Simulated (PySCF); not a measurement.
One molecule, a ladder of functionals, a line

Molecule: SMILES C1=C(/C=N\[H])S[SiH2]1, C₃H₅NSSi.

Numbering as in the mapped SMILES `[H]/[N:1]=[CH:2]\[C:3]1=[CH:4][SiH2:5][S:6]1`. Hydrogens are named by the atom that carries them.

GIAO shieldings (ppm, equivalent atoms averaged) in PySCF 2.14.0 with density-fitted response routines on the PBE0-D3(BJ)/def2-SVP geometry, basis pcSseg-2, gas phase, non-relativistic:

```csv
functional,exact exchange (%),σ(Si5),σ(S6)
BLYP,0,350.3,530.1
BP86,0,359.9,549.6
PBE,0,362.2,554.6
B3LYP,20,361.8,551.3
mPW1PW91,25,374.5,574.8
BHandHLYP,50,379.9,581.1
HF,100,415.3,634.0
```

Task: Fit each shielding as a line in the percentage of exact exchange.

Result: σ(Si5) = 356.2 + 0.57 x (rms 4.8 ppm); σ(S6) = 543.5 + 0.88 x (rms 9.0 ppm). The functionals also differ in their semilocal parts, which the line can't hold; Hartree–Fock has no correlation at all.

Task: What does the line predict for PBE0 (25 %), and what does the run give?

Result: σ(Si5): 370.4 predicted, 376.2 computed; σ(S6): 565.5 predicted, 579.5 computed ppm.
